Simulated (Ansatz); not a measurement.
Computed with Ansatz on PBE0-D4/def2-TZVP structures; ΔE is electronic, products minus reactants. CCSD(T)/CBS is the MP2 limit (def2-TZVPP, def2-QZVPP) plus CCSD(T) − MP2 in def2-TZVPP, frozen cores. This one scheme is used for every species. Double bonds are as drawn, so ΔE can hold a change between cis and trans. Functionals use def2-TZVPP. B3LYP here is the variant with VWN-RPA as its local correlation; programs differ in this. One conformer a species, not always the lowest.

Consider the formal exchange of groups at a B–Cl bond: `OBCl` + `C/N=C(/C)Cl` → `C/N=C(\C)BO` + Cl₂.

```tsv
level	ΔE (kcal/mol)
LDA (SPW92)	60.9
r2SCAN0-D4	62.4
ωB97X-V	58.9
PBE-QIDH	62.3
r2SCAN	62.7
B3LYP	58.3
MP2/def2-TZVPP	63.6
MP2/def2-QZVPP	62.6
```

(1) What does CCSD(T)/CBS give? (Best estimate.)

Largest T1 diagnostic among the species: 0.012.

## Answers

(1) The calculation gave: +58.0 kcal/mol. The listed levels differ from it by 2.9, 4.4, 0.9, 4.3, 4.7, 0.3, 5.6, 4.6 kcal/mol.

Leaving LDA and LC-ωPBE aside and taking each functional with its dispersion term where it has one, the values, not all of them listed here, spread over 5.4 kcal/mol, from BLYP-D4 to r2SCAN-D4. LDA lies +1.7 kcal/mol from PBE without D4. At CCSD(T), def2-SVP lies +7.1 kcal/mol from the extrapolated value and def2-TZVPP +1.4 kcal/mol.
